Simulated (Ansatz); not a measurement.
```xyz
12

F    -0.053   -1.678   -0.410
C     0.279   -0.502    0.262
Si   -0.433   -0.578    2.036
O    -0.266    0.577   -0.403
Si    0.137    1.000   -1.960
H     1.378   -0.457    0.239
H    -0.025    0.655    2.755
H     0.124   -1.769    2.726
H    -1.910   -0.667    1.947
H    -0.596    0.181   -2.954
H    -0.239    2.424   -2.096
H     1.603    0.814   -2.142
```

Charge 0, multiplicity 1.

List the B3LYP/def2-TZVPP orbital energies in eV (Ansatz 0.2.0). (An estimate is asked.)

The calculation gave: Occupied: -1799.67, -1799.07, -671.55, -521.17, -280.30, -144.14, -143.65, -99.50, -99.44, -99.43, -98.96, -98.96, -98.95, -32.99, -28.44, -18.92, -15.73, -15.21, -14.36, -13.39, -12.68, -11.19, -10.70, -10.51, -9.77, -9.75, -9.48, -8.86, -8.06. Lowest empty: -0.17, 0.32, 0.74, 1.09, 1.35, 1.41, 1.49, 1.75.

B3LYP here is the variant with VWN-RPA as its local correlation; programs differ in this.
